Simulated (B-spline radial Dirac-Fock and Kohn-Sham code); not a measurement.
A summary of the ionisation energies of chromium (Z = 24) against charge, from Dirac-Fock ΔSCF + Breit + QED and from the NIST table. The largest relative steps of the computed values, from charge +5 on, come at Cr⁵⁺ (19 electrons left, 67.10 to 89.53 eV); Cr⁶⁺ (18 electrons left, 89.53 to 159.4 eV); Cr¹⁴⁺ (10 electrons left, 383.5 to 1012.5 eV); Cr²²⁺ (2 electrons left, 1721.0 to 7480.4 eV). The median of |NIST − computed| / NIST over the 24 ions is 0.49 %.

```csv
charge,computed (eV),NIST (eV)
0,5.63,6.76651
1,13.47,16.48631
2,28.75,30.959
3,46.77,49.16
4,67.10,69.46
5,89.53,90.6349
6,159.4,160.29
7,184.8,184.76
8,211.2,209.5
9,238.5,244.5
10,266.8,270.8
11,296.0,296.7
12,351.5,354.7
13,383.5,384.163
14,1012.5,1011.6
15,1102.2,1097.2
16,1194.8,1188
17,1290.2,1294.8
18,1388.6,1394.5
19,1489.9,1495.1
20,1627.5,1634.1
21,1721.0,1721.183
22,7480.4,7481.862
23,7894.9,7894.803
```
